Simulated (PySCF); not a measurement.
Computed IR spectrum (relative IR intensity) of a molecule C3H5, multiplicity 2. Geometry optimised at PBE-D3(BJ)/def2-TZVP. The values are those of a single conformer. These are PySCF with PBE-D3(BJ)/def2-TZVP values and carry that method's errors. No scaling factor is applied to the harmonic values.

ν (cm⁻¹): 183 (w), 300 (w), 462 (w), 838 (vs), 917 (w), 1061 (vw), 1334 (vw), 1366 (w), 1397 (m), 1415 (m), 1716 (s), 2893 (s), 2956 (m), 2990 (m), 3017 (w), 3083 (w) (against the strongest line: vs over 80 %, s over 45 %, m over 15 %, w over 4 %, vw less)

### Question
Which molecule gave these data?
A. C=[C]C
B. [CH2]C=C
C. [CH]=CC

### Answer
A, C=[C]C
